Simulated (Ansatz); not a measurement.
`O[CH2][SnH2][OH]` + `NC=O` → `O=C[NH][SnH2][OH]` + CH₃OH  (ligand exchange at the Sn–C bond)

Calculated with Ansatz (gas phase, PBE0-D4/def2-TZVP geometries, no zero-point term in ΔE). CBS: MP2 limit from def2 TZ/QZ plus the TZ coupled-cluster correction, frozen cores. This one scheme is used for every species. DFT in def2-TZVPP. def2 core potentials past Kr. For Sn outer-core shells are correlated without core-valence functions, which leaves a few kJ/mol of doubt a bond. One conformer a species, not always the lowest.

```csv
level,ΔE (kcal/mol),difference from CCSD(T)/CBS
r2SCAN-D4,-15.3,0.7
ωB97X-V,-15.0,1.0
B2PLYP,-14.8,1.2
PBE,-12.8,3.2
r2SCAN,-15.1,0.9
PBE0,-13.2,2.8
HF/def2-TZVPP,-15.3,0.7
MP2/def2-TZVPP,-15.9,0.1
CCSD(T)/def2-TZVPP,-15.9,0.1
HF/def2-QZVPP,-15.5,0.5
CCSD(T)/CBS,-16.0,0
```

Largest T1 diagnostic among the species: 0.016.

The D4 term adds −1.2 kcal/mol with B3LYP and −0.6 kcal/mol with PBE0; it sums over pairs of atoms, weighted by their polarisabilities, and B3LYP, whose exchange is more repulsive, gets the larger term.

B3LYP here is the variant with VWN-RPA as its local correlation; programs differ in this.
